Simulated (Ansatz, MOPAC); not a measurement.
Ligands exchanged one at a time, B OH-SH. All species are isolated molecules in the gas phase. One relaxed conformer stands for each flexible species; it need not be the lowest. Strings in code marks are SMILES.

Quantity: vertical ionisation energy (energy after one electron is removed minus that of the parent at the parent's geometry), in eV.

Level 1: frozen-core MP2/cc-pVTZ // PBE-D3(BJ)/def2-TZVP (Ansatz, an electronic-structure program)
Level 2: minus the HOMO energy of AM1 // PBE-D3(BJ)/def2-TZVP (MOPAC)
Level 3: minus the HOMO energy of PM3 // PBE-D3(BJ)/def2-TZVP (MOPAC)
Level 4: HF/cc-pVTZ // PBE-D3(BJ)/def2-TZVP (Ansatz)

```json
[
 {"species": "`OB(O)O`", "level 1": "12.55", "level 2": "12.55", "level 3": "12.42", "level 4": "10.94"},
 {"species": "`OB(O)S`", "level 1": "9.91", "level 2": "9.51", "level 3": "9.82", "level 4": "8.82"},
 {"species": "`SB(S)S`", "level 1": "9.90", "level 2": "9.49", "level 3": "9.50", "level 4": "8.94"}
]
```
